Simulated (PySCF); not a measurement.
Gas-phase equilibrium of 1 mol ZnCl2, 1.1 mol H2O at 1000 K and 0.00133 bar, among 18 species (ClO, O2, HCl, O, HO2, Zn, H2O, H, Zn(OH)2, HOCl, H2O2, O3, H2, ZnH2, ZnCl2, Cl, Cl2, OH). Only gases are allowed; each row takes one source of thermochemistry for all species, and Cantera finds the minimum.

Method: PySCF energies plus ideal-gas RRHO corrections (1 bar). † marks an energy on the PBE0/def2-TZVP geometry and frequencies; other levels use their own. 6-31G* has spherical d functions here. Open shells (unrestricted) among the columns below: O2 (multiplicity 3); the rest are closed-shell singlets. B3LYP is the form with VWN-RPA correlation. Zn: all electrons, no relativistic terms. No R ln 2 is added for the mirror-image form of Zn(OH)2. Zn(OH)2: computed as isolated molecules; such fragments, hydroxides, amides, oligomers or adducts are transient or little studied in the gas. The harmonic model lacks anharmonicity and excited electronic states, which grow with temperature; levels with a mode under 35 cm⁻¹ are left out. Soft modes under 120 cm⁻¹ make the harmonic entropy rough for ZnCl2.

Molecules larger than those listed are left out. Table species left out: Zn+.

Mole fractions:

```tsv
thermochemistry	x H2O	x ZnCl2	x HCl	x Zn(OH)2	x Zn	x O2
B3LYP/6-31G*	0.52	0.47	0.0082	0.0041	6.9e-6	0.00020
B3LYP/def2-TZVP†	0.52	0.47	0.0067	2.7e-5	0.0033	0.0017
PBE/def2-SVP	0.52	0.47	0.0056	0.00013	0.0027	0.0013
PBE/def2-TZVP†	0.52	0.47	0.0058	9.6e-5	0.0028	0.0014
PBE0/def2-QZVP†	0.52	0.48	0.0013	8.7e-5	0.00056	0.00028
ωB97M-V/def2-TZVP†	0.52	0.47	0.0017	0.00014	0.00070	0.00035
```
The most sensitive of these is Zn: it spans a factor of 10^2.7 over these rows; at this temperature one factor of ten is RT ln 10 = 19 kJ/mol.
